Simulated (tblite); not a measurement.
Species: C7H10FOP.
SMILES with atom numbers: `[CH2:1]=[CH:2][P@:3]1(=[O:4])[CH2:5][C:6]([CH3:7])=[C:8]([F:9])[CH2:10]1` (hydrogens: H11, H12 on C1; H13 on C2; H14, H15 on C5; H16, H17, H18 on C7; H19, H20 on C10)

Computed geometry: GFN2-xTB, gas phase.

Task: Give the optimised bond lengths and angles.

Result: 
```
                  bond  length (Å)
                 C1=C2       1.322
                 C2–P3       1.812
                 P3=O4       1.464
                 P3–C5       1.850
                 C5–C6       1.502
                 C6–C7       1.492
                 C6=C8       1.328
                 C8–F9       1.353
                C8–C10       1.492
                P3–C10       1.850
                C1–H11       1.078
                C1–H12       1.079
                C2–H13       1.080
                C5–H14       1.092
                C5–H15       1.095
C7–H16, C7–H17, C7–H18       1.089
               C10–H19       1.094
               C10–H20       1.091
```

Bonds in one row agree within 0.01 Å and their mean is given. A selection of angles:
```
    angle  degrees
 C1–C2–P3    118.9
 C2–P3–O4    115.4
 C2–P3–C5    105.1
C2–P3–C10    104.9
 O4–P3–C5    117.7
O4–P3–C10    117.5
C5–P3–C10     93.3
 P3–C5–C6    103.9
 C5–C6–C7    120.2
 C5–C6–C8    114.0
 C7–C6–C8    125.8
 C6–C8–F9    122.8
C6–C8–C10    120.2
F9–C8–C10    117.0
P3–C10–C8    101.5
```

Dihedral angles: C1–C2–P3–O4 0° (synperiplanar); C2–P3–C5–C6 -83° (synclinal); P3–C5–C6–C7 162° (antiperiplanar); C5–C6–C8–F9 -179° (antiperiplanar); C6–C8–C10–P3 17° (synperiplanar); C2–P3–C10–C8 84° (synclinal).

The 5-membered ring P3–C5–C6–C8–C10 has internal angles of 93.3° to 120.2°; it is puckered, 0.14 Å rms from its mean plane, widest ring torsion 24°. P3 (phosphoryl phosphorus) has angles from 93.3° to 117.7°. Of the pairs four or more bonds apart, F9···H16 is among the closest relative to their van der Waals radii: 2.53 Å, 95 % of the sum of Bondi's values. The C–C distances run from 1.322 Å (C1=C2, drawn double) to 1.502 Å (C5–C6, drawn single), a spread of 0.180 Å. The 3 C–P bonds span 1.812 Å (C2–P3, drawn single) to 1.850 Å (P3–C10, drawn single), a spread of 0.038 Å.

Point group: C1 (no symmetry element, even within 0.4 Å). Its GFN2-xTB frequencies are all real (lowest 46 cm⁻¹). One conformer, not necessarily the lowest. 3 starts were optimised and ended at 0.00, 0.09 and 0.27 kcal/mol (GFN2-xTB); the lowest of these is shown.
